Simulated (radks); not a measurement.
Q: The tantalum ion Ta20+, 53 electrons, occupied as [Kr] 4d10 4f7 (the NIST ground configuration). All-electron calculation, Dirac Kohn-Sham, BLYP, spin-unpolarised, spherical densities, finite nucleus; open shells fill j = l - 1/2 first; Fermi nuclear charge, rms radius 5.3507 fm. Program: a radial shooting solver on a logarithmic mesh with Libxc functionals. Some entries of the table are withheld. Estimate them.

| orbital | occ. | eigenvalue (hartree) | r(max) (bohr) | <r> (bohr) |
|---|---|---|---|---|
| 1s1/2 | 2 | -2491.614 | 0.01168 | (1) |
| 2s1/2 | 2 | -444.1981 | 0.06705 | 0.07835 |
| 2p1/2 | 2 | (2) | 0.04992 | 0.06487 |
| 2p3/2 | 4 | (3) | 0.05665 | 0.07271 |
| 3s1/2 | 2 | -117.0210 | 0.1889 | 0.2042 |
| 3p1/2 | 2 | -108.6931 | 0.1770 | 0.1941 |
| 3p3/2 | 4 | -98.62389 | 0.1908 | 0.2086 |
| 3d3/2 | 4 | (4) | 0.1496 | 0.1827 |
| 3d5/2 | 6 | (5) | 0.1535 | 0.1872 |
| 4s1/2 | 2 | -38.67312 | 0.4248 | 0.4479 |
| 4p1/2 | 2 | -35.19940 | 0.4239 | (6) |
| 4p3/2 | 4 | -32.70320 | 0.4512 | (7) |
| 4d3/2 | 4 | -26.95184 | 0.4445 | 0.4854 |
| 4d5/2 | 6 | -26.46556 | 0.4527 | 0.4941 |
| 4f5/2 | 6 | (8) | 0.4034 | 0.4976 |
| 4f7/2 | 1 | (9) | 0.4068 | 0.5016 |

A: 
(1) 1s1/2 <r> (bohr): 0.01867
(2) 2p1/2 eigenvalue (hartree): -425.4885
(3) 2p3/2 eigenvalue (hartree): -378.7988
(4) 3d3/2 eigenvalue (hartree): -84.52924
(5) 3d5/2 eigenvalue (hartree): -82.33718
(6) 4p1/2 <r> (bohr): 0.4509
(7) 4p3/2 <r> (bohr): 0.4794
(8) 4f5/2 eigenvalue (hartree): -19.21566
(9) 4f7/2 eigenvalue (hartree): -19.10774
